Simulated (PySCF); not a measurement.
C4H9LiO, quintet, geometry from GFN2-xTB of the parent state (such geometries of metal compounds can be far from the true shape) (a higher spin typed on purpose: for a closed-shell molecule this is an excited state); B3LYP/3-21G in PySCF.

The PySCF input:
```python
from pyscf import gto, scf, dft

mol = gto.M(
    atom='''
Li    0.952825    1.839100    1.901016
O     0.432552    0.834893    0.863001
C    -0.035026   -0.067605   -0.069881
C     1.009963   -1.173501   -0.300873
C    -1.341387   -0.709986    0.429250
C    -0.307909    0.649476   -1.403933
H     0.658894   -1.895049   -1.033882
H     1.208243   -1.683966    0.639096
H     1.936718   -0.725713   -0.653071
H    -1.155500   -1.218008    1.373067
H    -1.725533   -1.425014   -0.293488
H    -2.084437    0.066966    0.595546
H     0.611900    1.106872   -1.761945
H    -1.045512    1.433593   -1.247299
H    -0.677517   -0.046428   -2.152459
''',
    basis='3-21g',
    charge=0,
    spin=4,
    verbose=5,
)

mf = dft.UKS(mol)
mf.xc = 'b3lyp'
mf.kernel()
```

Output, abridged:

```
PySCF version 2.14.0

[INPUT] verbose = 5
[INPUT] max_memory = 4000
[INPUT] num. atoms = 15
[INPUT] num. electrons = 44
[INPUT] charge = 0
[INPUT] spin (= nelec alpha-beta = 2S) = 4
[INPUT] symmetry False subgroup None
[INPUT] Mole.unit = angstrom
[INPUT] Symbol           X                Y                Z      unit          X                Y                Z       unit  Magmom
[...]
[INPUT] ---------------- BASIS SET ----------------
[INPUT] l, kappa, [nprim/nctr], expnt,             c_1 c_2 ...
[INPUT] C
[...]
                                25.9109           0.358794
                                5.53335           0.700713
[...]
                                0.770545          1.21584
[...]
                                0.770545          0.860619
[...]
[INPUT] Li
[...]
                                5.48172           0.381346
                                1.11327           0.681702
[...]
                                0.102255          1.14339
[...]
                                0.102255          0.915663
[...]
[INPUT] H
[...]
                                0.824547          0.904691
[...]
[INPUT] O
[...]
                                48.4308           0.3515
                                10.4206           0.707658
[...]
                                1.5762            1.22156
[...]
                                1.5762            0.853955
[...]
nuclear repulsion = 212.29350732396
number of shells = 48
number of NR pGTOs = 117
number of NR cGTOs = 72
basis = 3-21g
ecp = {}

******** <class 'pyscf.dft.uks.UKS'> ********
method = UKS
initial guess = minao
damping factor = 0
level_shift factor = 0
DIIS = <class 'pyscf.scf.diis.CDIIS'>
diis_start_cycle = 1
diis_space = 8
diis_damp = 0
SCF conv_tol = 1e-09
SCF conv_tol_grad = None
SCF max_cycles = 50
direct_scf = True
direct_scf_tol = 1e-13
number electrons alpha = 24  beta = 20
XC library pyscf.dft.libxc version 7.1.2
    S. Lehtola, C. Steigemann, M. J. T. Oliveira, and M. A. L. Marques,  SoftwareX 7, 1–5 (2018)
XC functionals = b3lyp
    P. J. Stephens, F. J. Devlin, C. F. Chabalowski, and M. J. Frisch,  J. Phys. Chem. 98, 11623 (1994)
radial grids:
    Treutler-Ahlrichs [JCP 102, 346 (1995); DOI:10.1063/1.469408] (M4) radial grids

becke partition: Becke, JCP 88, 2547 (1988); DOI:10.1063/1.454033
pruning grids: <function nwchem_prune>
grids dens level: 3
symmetrized grids: False
atomic radii adjust function: <function treutler_atomic_radii_adjust>
small_rho_cutoff = 0
Set gradient conv threshold to 3.16228e-05
atom Li rad-grids = 75, ang-grids = [ 50  50  50  50  50  50  50  50  50  50  50  50  50  50  50  50  50  50
  50  50  50  50  50  50  86  86  86  86  86  86  86  86  86  86 266 266
 266 266 266 266 266 302 302 302 302 302 302 302 302 302 302 302 302 302
 302 302 302 302 302 302 302 302 266 266 266 266 266 266 266 266 266 266
 266 266 266]
atom O rad-grids = 75, ang-grids = [ 50  50  50  50  50  50  50  50  50  50  50  50  50  50  50  50  50  50
  50  50  50  50  50  86  86  86  86  86  86  86  86  86 266 266 266 266
 266 266 266 302 302 302 302 302 302 302 302 302 302 302 302 302 302 302
 302 302 302 302 302 266 266 266 266 266 266 266 266 266 266 266 266 266
 266 266 266]
atom C rad-grids = 75, ang-grids = [ 50  50  50  50  50  50  50  50  50  50  50  50  50  50  50  50  50  50
  50  50  50  50  86  86  86  86  86  86  86  86  86  86 266 266 266 266
 266 266 302 302 302 302 302 302 302 302 302 302 302 302 302 302 302 302
 302 302 302 302 266 266 266 266 266 266 266 266 266 266 266 266 266 266
 266 266 266]
atom H rad-grids = 50, ang-grids = [ 50  50  50  50  50  50  50  50  50  50  50  50  50  50  50  86  86  86
  86 266 266 266 266 266 302 302 302 302 302 302 302 302 302 302 302 302
 302 266 266 266 266 266 266 266 266 266 266 266 266 266]
tot_boxes 3375, boxes in each direction [13 13 13]
Padding 4 grids
tot grids = 172552
nelec by numeric integration = [21.9715434 21.9715434]
[...]
 -5.09547873e-01 -4.71129739e-01 -4.64814893e-01 -4.62168479e-01
 -3.41015663e-01 -3.36885742e-01 -2.99544556e-02  1.46091104e-02
  1.65108582e-02  2.48363694e-02  2.58819370e-02  8.31272145e-02
  8.52118560e-02  1.03167451e-01  1.05806243e-01  1.10575236e-01
  1.24411559e-01  1.26552494e-01  1.31475473e-01  1.44879546e-01
  1.47074176e-01  1.56193152e-01  1.62288397e-01  1.72316244e-01
  1.75221097e-01  1.82977208e-01  2.97412047e-01  5.55459719e-01
  5.55730009e-01  5.95893284e-01  6.20355923e-01  6.59820754e-01
  6.62337004e-01  7.18707878e-01  7.21462315e-01  7.45190155e-01
  8.37123708e-01  8.38569695e-01  9.08291197e-01  9.64539712e-01
  9.94531213e-01  1.00134841e+00  1.00268082e+00  1.03086789e+00
  1.03132920e+00  1.05307741e+00  1.08142376e+00  1.08266126e+00
  1.44191919e+00  1.50127509e+00  1.50638111e+00  1.76343320e+00
  1.87838673e+00  1.87956399e+00  2.16562045e+00  2.96132982e+00]
multiplicity <S^2> = 6.0067862  2S+1 = 5.0027138
nelec by numeric integration = [23.99998974 20.00002973]
E1 = -737.5044028386433  E2 = 286.3235692034775  Ecoul = 321.4884760609229  Exc = -35.164906857445345
cycle= 15 E= -238.887326311205  delta_E= -3.93e-10  |g|= 4.06e-06  |ddm|= 0.000123

  alpha mo_energy =
[-1.93391915e+01 -1.03649697e+01 -1.02394134e+01 -1.02374811e+01
 -1.02348594e+01 -1.97542310e+00 -1.25886455e+00 -9.45585180e-01
 -8.25562346e-01 -8.23223124e-01 -7.22875017e-01 -6.32397021e-01
 -6.31845629e-01 -6.20290459e-01 -5.39777218e-01 -5.38327770e-01
 -5.24958511e-01 -4.98120282e-01 -4.96310763e-01 -4.76155416e-01
 -4.57206187e-01 -4.56044661e-01 -9.37662366e-02 -4.78135542e-02
 -1.32142493e-02 -9.27739481e-03  1.11316796e-02  7.35139120e-02
  7.55399234e-02  8.42991845e-02  9.40241687e-02  9.73018738e-02
  1.16610545e-01  1.17172663e-01  1.18370597e-01  1.32620006e-01
  1.32876496e-01  1.35168544e-01  1.52749456e-01  1.56571846e-01
  1.58435039e-01  1.60652861e-01  2.79000880e-01  5.50137315e-01
  5.50182704e-01  5.81623787e-01  6.11857867e-01  6.44583101e-01
  6.46699851e-01  7.05261952e-01  7.07825255e-01  7.39949756e-01
  8.32985670e-01  8.34116512e-01  9.02604607e-01  9.61304146e-01
  9.92954029e-01  9.96945162e-01  9.98207599e-01  1.02678426e+00
  1.02702819e+00  1.04947914e+00  1.07620926e+00  1.07677793e+00
  1.42503578e+00  1.42637962e+00  1.43252433e+00  1.73572029e+00
  1.87025804e+00  1.87136646e+00  2.15289067e+00  2.90167700e+00]
  beta  mo_energy =
[-1.93040062e+01 -1.03620750e+01 -1.02355203e+01 -1.02335420e+01
 -1.02308517e+01 -1.97027324e+00 -1.17965767e+00 -9.16006974e-01
 -8.09258080e-01 -8.06752756e-01 -6.91234244e-01 -6.01773825e-01
 -5.75284671e-01 -5.74445879e-01 -5.12728272e-01 -5.10540336e-01
 -5.09547673e-01 -4.71128976e-01 -4.64814486e-01 -4.62167788e-01
 -3.41015494e-01 -3.36885491e-01 -2.99544531e-02  1.46089633e-02
  1.65107487e-02  2.48366189e-02  2.58820982e-02  8.31277532e-02
  8.52123404e-02  1.03167677e-01  1.05806443e-01  1.10575669e-01
  1.24412211e-01  1.26553110e-01  1.31475562e-01  1.44880380e-01
  1.47074243e-01  1.56193093e-01  1.62288920e-01  1.72316162e-01
  1.75221068e-01  1.82977168e-01  2.97411789e-01  5.55460707e-01
  5.55730528e-01  5.95894067e-01  6.20356531e-01  6.59821821e-01
  6.62337182e-01  7.18708177e-01  7.21462832e-01  7.45190741e-01
  8.37124496e-01  8.38570144e-01  9.08291874e-01  9.64540430e-01
  9.94531661e-01  1.00134947e+00  1.00268113e+00  1.03086797e+00
  1.03133004e+00  1.05307792e+00  1.08142496e+00  1.08266134e+00
  1.44191983e+00  1.50127491e+00  1.50638110e+00  1.76343308e+00
  1.87838792e+00  1.87956434e+00  2.16562094e+00  2.96132978e+00]
multiplicity <S^2> = 6.0067863  2S+1 = 5.0027138
nelec by numeric integration = [23.99998974 20.00002973]
E1 = -737.5043852944872  E2 = 286.3235516590446  Ecoul = 321.4884573183806  Exc = -35.164905659336
Extra cycle  E= -238.887326311482  delta_E= -2.77e-10  |g|= 4.97e-06  |ddm|= 0.000116
converged SCF energy = -238.887326311482  <S^2> = 6.0067863  2S+1 = 5.0027138
```
